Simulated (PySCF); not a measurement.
# Electron correlation in La+ (lanthanum, charge +1)

[Xe] 5d1 6s1, high-spin 3D determinant (an excited configuration). All numbers are calculated (PySCF 2.14, the spin-free X2C one-electron Hamiltonian (Gaussian nucleus), in cc-pVDZ-X2C (8s7p5d3f1g, 84 functions)). Frozen: [Kr] 4d10; 10 electrons correlated.

MP2 pair energies summed by pair of shells (mhartree):

| pair | energy | share (%) |
| --- | --- | --- |
| 5p-5p | -111.05 | 54.2 |
| 5s-5p | -33.40 | 16.3 |
| 5p-5d | -27.88 | 13.6 |
| 5p-6s | -18.97 | 9.3 |
| 5s-5s | -5.76 | 2.8 |
| 5d-6s | -3.46 | 1.7 |
| 5s-5d | -3.29 | 1.6 |
| 5s-6s | -1.09 | 0.5 |

Total MP2 correlation energy: -204.91 mhartree.

Same-spin part -56.30 and opposite-spin part -148.60 mhartree; SCS-MP2 scales them by 1/3 and 6/5 to -197.09 mhartree.
